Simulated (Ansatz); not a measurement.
Consider the formal exchange of groups at the Sn–O bond: `[F][SnH2][O]C(F)(F)F` + `COC(F)F` → `C[O][SnH2][F]` + `FC(F)OC(F)(F)F`.

Calculated with Ansatz (gas phase, PBE0-D4/def2-TZVP geometries, no zero-point term in ΔE). CBS: MP2 limit from def2 TZ/QZ plus the TZ coupled-cluster correction, frozen cores. DFT in def2-TZVPP. B3LYP here is the variant with VWN-RPA as its local correlation; programs differ in this. def2 core potentials past Kr. For Sn outer-core shells are correlated without core-valence functions, which leaves a few kJ/mol of doubt a bond. One conformer a species, not always the lowest.

| level | ΔE (kcal/mol) |
| --- | --- |
| B3LYP | 14.0 |
| CCSD/CBS(def2) | 13.7 |

**Question.** What does CCSD(T)/CBS give? (An estimate is asked.)

**Answer.** The calculation gave: +13.5 kcal/mol. The listed levels differ from it by 0.5, 0.2 kcal/mol.

Largest T1 diagnostic among the species: 0.014.

In def2-TZVPP, CCSD(T) changes the Hartree–Fock value by −1.0 kcal/mol (the triples alone add −0.2 kcal/mol) and MP2 by −0.9 kcal/mol.
